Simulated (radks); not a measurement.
All-electron atom: La2+ in [Xe] 5d1. All-electron calculation, Dirac Kohn-Sham, PBE, spin-unpolarised, spherical densities, finite nucleus; open shells fill j = l - 1/2 first; Fermi nuclear charge, rms radius 4.855 fm. Program: a radial shooting solver on a logarithmic mesh with Libxc functionals.

Unscreened Slater integrals over Kohn-Sham orbitals (cm^-1). Large and small components are both included. Empty in this configuration: 5d5/2.

integral          value
F0(5d3/2,5d3/2)   77125
F2(5d3/2,5d3/2)   40406
F0(5d3/2,5p3/2)   88597
F2(5d3/2,5p3/2)   43224
G1(5d3/2,5p3/2)   50784
G3(5d3/2,5p3/2)   31451
F0(5d3/2,5p1/2)   89662
G1(5d3/2,5p1/2)   48330
F0(5d3/2,5s1/2)   92171
G2(5d3/2,5s1/2)   31647
F0(5d3/2,5d5/2)   76592
F2(5d3/2,5d5/2)   40123
G2(5d3/2,5d5/2)   40111
G4(5d3/2,5d5/2)   26591
F0(5p3/2,5p3/2)  108930
F2(5p3/2,5p3/2)   58919
F0(5p3/2,5p1/2)  111190
G2(5p3/2,5p1/2)   59777
F0(5p3/2,5s1/2)  116660
G1(5p3/2,5s1/2)   77460
F0(5p3/2,5d5/2)   87734
F2(5p3/2,5d5/2)   42467
G1(5p3/2,5d5/2)   49370
G3(5p3/2,5d5/2)   30590
F0(5p1/2,5p1/2)  113640
F0(5p1/2,5s1/2)  119620
G1(5p1/2,5s1/2)   81815
F0(5p1/2,5d5/2)   88759
G3(5p1/2,5d5/2)   29077
F0(5s1/2,5s1/2)  126900
F0(5s1/2,5d5/2)   91172
G2(5s1/2,5d5/2)   30387
F0(5d5/2,5d5/2)   76072
F2(5d5/2,5d5/2)   39860
F4(5d5/2,5d5/2)   26423
